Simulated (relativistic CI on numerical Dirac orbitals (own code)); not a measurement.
One change at a time: S XVI

Base calculation: Dirac-Coulomb-Breit CI, separate exchange-only KLI orbitals for each configuration, model QED.

CI space: 1s, 2s, 2p, 3s, 3p, 3d, 4s, 4p, 4d, 4f, 5s, 5p, 5d, 5f, 5g, 6s, 6p, 6d. Levels of other configurations are missing.

The lowest level and the first level of each name with at least 55 % of one term (blank where a level has no safe partner in the second run):

| Level | Base (eV) | Shift (eV) |
| --- | --- | --- |
| 1s ²S1/2 | 0.00 | 0.00 |
| 2p ²P°1/2 | 2619.70 | -7.46 |
| 2s ²S1/2 | 2619.81 | -7.56 |
| 2p ²P°3/2 | 2622.70 | -10.46 |
| 3p ²P°1/2 | 3105.86 | -9.87 |
| 3s ²S1/2 | 3105.89 | -9.90 |
| 3d ²D3/2 | 3106.75 | -10.76 |
| 3p ²P°3/2 | 3106.75 | -10.76 |
| 3d ²D5/2 | 3107.04 | -11.05 |
| 4p ²P°1/2 | 3275.89 | -10.59 |
| 4s ²S1/2 | 3275.91 | -10.60 |
| 4d ²D3/2 | 3276.27 | -10.96 |
| 4p ²P°3/2 | 3276.27 | -10.96 |
| 4f ²F°5/2 | 3276.39 | -11.09 |
| 4d ²D5/2 | 3276.39 | -11.09 |
| 4f ²F°7/2 | 3276.45 | -11.15 |
| 5p ²P°1/2 | 3354.54 | -10.87 |
| 5s ²S1/2 | 3354.55 | -10.88 |
| 5d ²D3/2 | 3354.74 | -11.06 |
| 5p ²P°3/2 | 3354.74 | -11.06 |
| 5f ²F°5/2 | 3354.80 | -11.13 |
| 5d ²D5/2 | 3354.80 | -11.13 |

Problem. One thing was changed in a second run, which moved the levels as shown. Which?
A. Breit term removed
B. configuration mixing switched off
C. non-relativistic limit
D. QED terms removed

Solution. C. Non-relativistic limit. Without relativity the fine structure collapses and s electrons lose their extra binding.
